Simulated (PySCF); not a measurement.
Input file for PySCF: R-B3LYP/6-31G* on H2 (SMILES [H][H]) with ghost functions, monomers drawn apart or pushed together.

```python
from pyscf import gto, scf, dft, mp
from pyscf.data.elements import chemcore

mol = gto.M(
    atom='''
    H    -0.10580079    0.05246248    3.22394243
    H     0.12852840   -0.24893118    3.86283835
    ghost-O    0.50265137   -0.48885925   -0.95778760
    ghost-C   -0.00848716    0.07421414   -0.08262689
    ghost-O   -0.52000355    0.63784891    0.79265810
    ''',
    basis='6-31g*',
    cart=True,
    charge=0, spin=0, verbose=3, max_memory=1800)
mf = dft.RKS(mol, xc='b3lyp')
mf.conv_tol = 1e-8
mf.max_cycle = 100
mf.kernel()
if not mf.converged:
    mf = mf.newton().run(mf.mo_coeff, mf.mo_occ)
```

Program output:

```
converged SCF energy = -1.1755275420761
```

Self-consistency was reached.

Cost: around 1.2 core-seconds (rough).
